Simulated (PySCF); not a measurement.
H3S, SMILES [SH3+], charge +1.

Geometry: B3LYP-D3(BJ)/def2-TZVPD. The isomer is the one that the SMILES or the coordinates give; other isomers of the formula were not compared.

Two levels are set side by side: PBE/def2-TZVPD (PySCF) and B3LYP/def2-TZVPD (PySCF). Same geometry, gas phase. Differences are taken from unrounded values.

| quantity | B3LYP |
|---|---|
| orbital gap (eV) | 10.51 |
| highest occupied level (eV) | -17.94 |
| lowest empty level (eV) | -7.44 |
| mean polarisability (bohr³) | 17.8 |

What does PBE give, and how far is it from B3LYP? (Estimate from the structure and the level; the computed values follow.)


```tsv
quantity	PBE	PBE minus B3LYP
orbital gap (eV)	8.58	-1.93
highest occupied level (eV)	-16.82	1.12
lowest empty level (eV)	-8.24	-0.80
mean polarisability (bohr³)	17.9	0.1
```

PBE's occupied levels lie high since its potential decays too fast outside the molecule; exact exchange lowers them and widens the gap. Differences between two approximate levels are no errors against the true value.

Rough cost on one machine, each run with all the roots and properties that it gave: B3LYP against PBE within a factor of 2.
